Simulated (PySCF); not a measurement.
Species: F2H3PSi.
Cartesian coordinates in Å at the PBE0-D3(BJ)/def2-SVP level; atoms count from 1:
```xyz
7
F2H3PSi angstrom
F      1.6597    1.1018    0.6077
P      1.2655    0.1535   -0.6503
F      1.7228   -1.2788   -0.0368
Si    -0.9516   -0.0813   -0.0598
H     -1.0264   -0.4743    1.3765
H     -1.5500   -1.1395   -0.9272
H     -1.6492    1.2185   -0.2902
```

Theory: EOM-IP-CCSD/aug-cc-pVDZ in PySCF, restricted Hartree–Fock reference, frozen core, non-relativistic, gas phase, PBE0-D3(BJ)/def2-SVP geometry.

The vertical ionisation energies are 9.63, 12.85, 12.99, 13.63, 14.99, 15.58, 16.44, 16.72 eV.

Question: Which Hartree–Fock orbital leads each hole, and what is its Koopmans value −ε?

Answer: 
```tsv
leading hole (HF orbital)	Koopmans (eV)	EOM-IP-CCSD (eV)	change (eV)	one-hole share
HOMO	10.22	9.63	-0.59	0.96
HOMO-1	13.66	12.85	-0.81	0.94
HOMO-2	13.75	12.99	-0.76	0.94
HOMO-3	14.87	13.63	-1.24	0.94
HOMO-4	17.63	14.99	-2.64	0.94
HOMO-5	18.43	15.58	-2.85	0.93
HOMO-6	18.85	16.44	-2.41	0.92
HOMO-7	19.38	16.72	-2.66	0.92
```

Question: Does the order of the lines follow the orbital energies?

Answer: Yes, no two lines change places. The corrections run from -2.85 to -0.59 eV, with a mean of -1.74 eV over the 8 lines; no line lies above its Koopmans value. Koopmans values leave out both the relaxation of the orbitals and the change in correlation energy.

Question: At what kinetic energies would He I light (21.22 eV) eject these electrons?

Answer: 11.59 eV (HOMO), 8.37 eV (HOMO-1), 8.23 eV (HOMO-2), 7.59 eV (HOMO-3), 6.23 eV (HOMO-4), 5.64 eV (HOMO-5), 4.78 eV (HOMO-6), 4.50 eV (HOMO-7).

Lines less than 0.15 eV apart could change places at a higher level. One root was sought for each valence orbital with −ε under 21 eV, eight at most, so deeper holes and satellites are missing; no vibrational structure.
